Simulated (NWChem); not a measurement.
Basis-set convergence for H₄AlN

SMILES: [AlH2][NH2]
```xyz
6

Al     0.0000     0.0000    -0.6517
H     -1.4039     0.0000    -1.3933
H      1.4039     0.0000    -1.3933
N      0.0000     0.0000     1.1213
H      0.8296     0.0000     1.7048
H     -0.8296     0.0000     1.7048
```
Charge 0, spin multiplicity 1.

Program: NWChem. The geometry was optimised at PBE0/def2-SVP, a minimum by its harmonic frequencies. It is one conformer; others weren't searched.

Quantity: LUMO energy at the level B3LYP.

B3LYP has NWChem's definition, with VWN1-RPA local correlation. The Pople sets run with spherical d functions. The structure started from a generated list of species.

| basis | functions | LUMO energy (eV) |
|---|---|---|
| 3-21G | 30 | -0.54 |
| 6-31G* | 40 | … |
| pcseg-1 | 52 | -0.83 |
| 6-311G** | 68 | … |
| 6-311++G** | 80 | -0.98 |
| aug-cc-pVDZ | 86 | -1.01 |
| aug-pcseg-1 | 86 | -1.02 |
| cc-pVTZ | 120 | … |
| cc-pVQZ | 234 | -0.94 |
| def2-QZVP | 247 | -0.97 |

Task: Some entries are withheld; supply them.

Result: 
- 6-31G*, LUMO energy (eV): -0.66
- 6-311G**, LUMO energy (eV): -0.81
- cc-pVTZ, LUMO energy (eV): -0.85
